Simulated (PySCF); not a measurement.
Identify the unknown among the candidates.

All candidates are C8H9NO.

* Dipole: 3.70 D [PBE0/pcSseg-1]
* NMR, other nuclei: isotropic shieldings of nuclei other than C and H, by class: 149 (1 N), -88 (1 O) ppm [GIAO PBE0/pcSseg-1]
* 1H NMR: chemical shifts (computed TMS as zero) by class: 6.37 (1 H), 6.11 (1 H), 5.87 (1 H), 5.68 (1 H), 5.47 (1 H), 4.30 (1 H), 3.27 (2 H), 2.95 (1 H) ppm [GIAO PBE0/pcSseg-1]
* Rotational structure: rotational constants A, B, C: 1.756, 1.131, 0.870 GHz [GFN2-xTB]
* 13C NMR: chemical shifts (computed TMS as zero) by class: 169.6 (1 C), 150.1 (1 C), 138.1 (1 C), 135.9 (1 C), 122.8 (1 C), 91.0 (1 C), 88.8 (1 C), 47.7 (1 C) ppm [GIAO PBE0/pcSseg-1]

Gas-phase values; electronic properties from PySCF, density fitting. Levels stand in brackets. Geometry: GFN2-xTB, one conformer, isolated molecule. NMR classes are plain means over equivalent atoms (diastereotopic ones count apart unless rotation or inversion swaps them), as if these changed places fast.

Question: Which candidate is it?
A. `[O-][n+]1cccc(C2CC2)c1`
B. `[O-][n+]1ccc(C2CC2)cc1`
C. `C#CC(=C)C(=C)CC(N)=O`
D. `NC(=O)C1C=CC=CC=C1`

Answer: C. It is `C#CC(=C)C(=C)CC(N)=O`. Numbering: `[CH:1]#[C:2][C:3](=[CH2:4])[C:5](=[CH2:6])[CH2:7][C:8]([NH2:9])=[O:10]`. Its formula, C8H9NO, gives 5 degrees of unsaturation: 0 rings and 5 π bonds in the structure found. 8 carbons fall into 8 classes; from least to most shielded: amide carbonyl carbon [C8] (169.6 ppm), fully substituted alkene carbon [C5] (150.1 ppm), fully substituted alkene carbon [C3] (138.1 ppm), terminal =CH2 carbon [C4] (135.9 ppm), terminal =CH2 carbon [C6] (122.8 ppm), terminal alkyne carbon [C1] (91.0 ppm), alkyne carbon [C2] (88.8 ppm), sp3 carbon next to a carbonyl [C7] (47.7 ppm). Hydrogen classes from least to most shielded: 1 H on a terminal =CH2 carbon, C4 (6.37 ppm), 1 H on a terminal =CH2 carbon, C4 (6.11 ppm), 1 H on an amide nitrogen, N9 (5.87 ppm), 1 H on a terminal =CH2 carbon, C6 (5.68 ppm), 1 H on a terminal =CH2 carbon, C6 (5.47 ppm), 1 H on an amide nitrogen, N9 (4.30 ppm), 2 H on an sp3 carbon next to a carbonyl, C7 (3.27 ppm, a mean of values up to 0.9 ppm apart in this geometry), 1 H on a terminal alkyne carbon, C1 (2.95 ppm). The other shieldings belong to: 149 ppm, amide nitrogen [N9]; -88 ppm, amide oxygen [O10]. The optimised geometry has point group C1 and is an asymmetric top.

The others, at the same levels:
- `[O-][n+]1ccc(C2CC2)cc1` fails: it has 5 carbon classes against 8; its computed 13C shifts are 143.9 (2 C), 142.3 (1 C), 128.1 (2 C), 17.7 (1 C), 14.7 (2 C) ppm, 1H shifts are 8.18 (2 H), 6.89 (2 H), 1.58 (1 H), 1.11 (2 H), 0.58 (2 H) ppm and rotational constant A is 4.296 GHz (against 1.756 GHz).
- `[O-][n+]1cccc(C2CC2)c1` fails: it has 7 carbon classes against 8; its computed 13C shifts are 151.7 (1 C), 141.0 (1 C), 137.5 (1 C), 131.6 (1 C), 124.7 (1 C), 16.6 (1 C), 15.1 (2 C) ppm, 1H shifts are 8.06 (1 H), 7.50 (1 H), 7.22 (1 H), 6.91 (1 H), 1.55 (1 H), 1.13 (2 H), 0.72 (2 H) ppm and rotational constant A is 2.645 GHz (against 1.756 GHz).
- `NC(=O)C1C=CC=CC=C1` fails: it has 5 carbon classes against 8; its computed 13C shifts are 173.8 (1 C), 137.7 (2 C), 130.4 (2 C), 124.4 (2 C), 47.2 (1 C) ppm, 1H shifts are 7.15 (2 H), 6.63 (2 H), 5.63 (2 H), 4.88 (1 H), 4.74 (1 H), 1.52 (1 H) ppm and rotational constant A is 2.788 GHz (against 1.756 GHz).

Each candidate is one conformer, not necessarily the lowest. The conformers computed, where there is a choice (atom-mapped SMILES and torsion angles):
- `[CH:1]#[C:2][C:3](=[CH2:4])[C:5](=[CH2:6])[CH2:7][C:8]([NH2:9])=[O:10]`: C2–C3–C5–C6 144°, C3–C5–C7–C8 -74°, C5–C7–C8–N9 80°, H–N9–C8–C7 -3°, H–N9–C8–C7 -177°
- `[O-:1][n+:2]1[cH:3][cH:4][c:5]([CH:6]2[CH2:7][CH2:8]2)[cH:9][cH:10]1`: C4–C5–C6–C7 145°
- `[O-:1][n+:2]1[cH:3][cH:4][cH:5][c:6]([CH:7]2[CH2:8][CH2:9]2)[cH:10]1`: C5–C6–C7–C8 145°
- `[NH2:1][C:2](=[O:3])[CH:4]1[CH:5]=[CH:6][CH:7]=[CH:8][CH:9]=[CH:10]1`: N1–C2–C4–C5 -72°, H–N1–C2–O3 -1°, H–N1–C2–O3 -178°
